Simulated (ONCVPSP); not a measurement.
**Re ONCV: all-electron and pseudo phase curves**

```
Element                 : Re (Z = 75)
Generator               : ONCVPSP 4.0.1
Type                    : optimised norm-conserving Vanderbilt (ONCV)
Functional              : PBE
Relativity              : fully relativistic
Frozen core             : [Kr] 4d10 4f14
Valence charge          : 15
Reference configuration : 5s2 5p6 5d5 6s2
Partial waves           : 5s+6s: rc 1.75 bohr, ncon 4, nbas 8, qcut 8.3 1/bohr, 3 projectors, debl 2.5 Ha; 5p: rc 1.45 bohr, ncon 3, nbas 6, qcut 8.5 1/bohr, 2 projectors, debl 3.6 Ha; 5d: rc 1.80 bohr, ncon 4, nbas 9, qcut 5.2 1/bohr, 2 projectors, debl 2.6 Ha
Local potential         : polynomial inside 1.00 bohr (lpopt 4, dvloc0 2 Ha)
Core correction         : Teter function, fcfact 3.75, rcfact 1.3
```

Open shells are filled in proportion to 2j + 1.

The phase is arctan(r·R′/R) of the radial function R(r), unwrapped; energies in Ha, scanned from -5 to 5 Ha. A pole is an energy at which the radial function vanishes at the test radius. The pseudo phase is shifted by a multiple of π to meet the all-electron one at the reference energy, and phase errors are pseudo minus all-electron; the curves can meet again beyond the range given. Levels narrower than the energy grid can be missing from the lists of poles.

| channel | radius (bohr) | reference energy (Ha) | poles, all-electron | poles, pseudo | unbroken range about the reference energy with phases within 0.05 rad | phase error 1 Ha above the reference energy (rad) |
| --- | --- | --- | --- | --- | --- | --- |
| s | 1.77 | -0.22 | -2.83 | -2.83 | the whole range | +0.000 |
| p3/2 | 1.47 | -1.62 | 0.29 | 0.29 | the whole range | -0.000 |
| p1/2 | 1.47 | -2.02 | -0.57 | -0.57 | the whole range | -0.000 |
| d5/2 | 1.83 | -0.18 | 1.17 | 1.17 | the whole range | -0.000 |
| d3/2 | 1.83 | -0.22 | 1.05 | 1.05 | the whole range | +0.000 |

Phases in the p3/2 channel:

```csv
E (Ha),all-electron,pseudo
-4.96,1.139,1.139
-4.72,1.105,1.105
-4.48,1.064,1.063
-4.24,1.012,1.012
-4.00,0.945,0.945
-3.76,0.856,0.856
-3.52,0.734,0.734
-3.28,0.562,0.562
-3.04,0.320,0.319
-2.80,-0.000,-0.001
-2.56,-0.357,-0.357
-2.32,-0.673,-0.673
-2.08,-0.910,-0.910
-1.84,-1.079,-1.079
-1.60,-1.200,-1.200
-1.36,-1.288,-1.288
-1.12,-1.356,-1.356
-0.88,-1.410,-1.410
-0.64,-1.453,-1.453
-0.40,-1.490,-1.490
-0.16,-1.522,-1.522
0.08,-1.549,-1.549
0.32,-1.574,-1.574
0.56,-1.597,-1.597
0.80,-1.619,-1.619
1.04,-1.639,-1.639
1.28,-1.659,-1.659
1.52,-1.679,-1.679
1.76,-1.700,-1.700
2.00,-1.720,-1.720
2.24,-1.742,-1.742
2.48,-1.766,-1.766
2.72,-1.791,-1.791
2.96,-1.820,-1.820
3.20,-1.852,-1.852
3.44,-1.889,-1.890
3.68,-1.933,-1.934
3.92,-1.987,-1.989
4.16,-2.054,-2.057
4.40,-2.140,-2.144
4.64,-2.253,-2.261
4.88,-2.406,-2.419
```
